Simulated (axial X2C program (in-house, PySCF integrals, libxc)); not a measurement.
**Nuclear properties of WNC**

Calculated with an axial X2C code built on PySCF integrals: two-component X2C with atomic mean-field Coulomb and Gaunt terms, Gaussian nuclei, basis W dyall-v3z, N dyall-av3z, C dyall-v3z with contracted cores.

W–N–C held linear, with bonds 1.953 and 1.181 Å (near the PBE0 minimum at charge 0 of the determinant lowest at the starting distance; the state shown can have its own minimum elsewhere, held linear; other orders of the atoms were not compared).

Determinant lowest in the PBE0 search, Ω = 5/2 (⟨Sz⟩ = 2.47, ⟨Lz⟩ = 0.03 at PBE0), spin on the atoms W 2.45, N -0.09, C 0.11:

```csv
level,Eeff magnitude (GV/cm),Ws magnitude W (kHz),A∥/gI W (MHz),qzz W (a.u.),A∥/gI N (MHz),qzz N (a.u.),A∥/gI C (MHz),qzz C (a.u.),μ (D)
PBE0,22.2,9.01,2110,-1.30,-7.42,-0.36,-1.03,-0.91,-5.51
HF,29,11.9,1740,-3.00,-17.8,-0.52,-0.106,-1.08,-5.20
B3LYP,24.8,10.1,2180,-1.08,-3.56,-0.38,-0.293,-0.94,-5.40
```

Eeff is the effective electric field on the electron electric dipole moment in this Ω state and Ws the scalar–pseudoscalar constant of the nucleus named (defined with the proton number Z and per Ω); A∥ (defined per Ω) follows by multiplying with gI = μI/(I μN); qzz is the electric field gradient, eQq0 = 234.96 MHz × Q/barn × qzz; μ is positive if the C end (last atom) is positive. The operators were transformed with the bare-nucleus X2C matrices; with these basis sets, hyperfine constants and field gradients can be off by tens of per cent, and where levels differ in sign neither size nor sign is settled.

(1) With gI(183W) = 0.2356, Q(14N) = 0.02044 barn (g factors from the IAEA table of nuclear moments by Stone; Q from Pyykkö, Mol. Phys. 2018), turn the PBE0 values of the first state into constants in MHz.

The molecule was held linear; bending was not examined, so a bent shape may lie lower.

Each state is one determinant with collinear spin, which with several unpaired electrons need not be a pure state. Unrestricted Hartree–Fock can overshoot spin polarisation at the nuclei. This is the top spin component of a Σ state; components of lower Ω are not single determinants and can lie lower. With several open shells hyperfine constants can be off by a factor of several. The search compared states at one distance, so a state with another bond length can lie lower. Further determinants of the search, some of them spin-mixed, are not shown. Where a field gradient or hyperfine factor spreads by more than a factor of two over the levels, a constant derived from it is not to be relied on.

## Answers

(1) A∥(183W) = 2110 × 0.2356 = 497 MHz; eQq0(14N) = 234.96 × (0.02044) × (-0.36) = -1.73 MHz.
